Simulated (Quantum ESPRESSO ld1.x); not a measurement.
Problem. The molybdenum ion Mo37+, 5 electrons, occupied as [He] 2s2 2p1. Calculated with ld1.x of Quantum ESPRESSO 7.5: scalar-relativistic Kohn-Sham, revPBE, spin-unpolarised, spherical densities, point nucleus. Some entries of the table are withheld. Estimate them.

orbital,occ.,eigenvalue (Ry),<r^2> (bohr^2),<1/r> (bohr^-1)
1s,2,-1680.09,0.001652,43.69
2s,2,-390.791,0.02451,(1)
2p,1,-375.747,(2),10.16

Solution. 
(1) 2s <1/r> (bohr^-1): 10.48
(2) 2p <r^2> (bohr^2): 0.01860
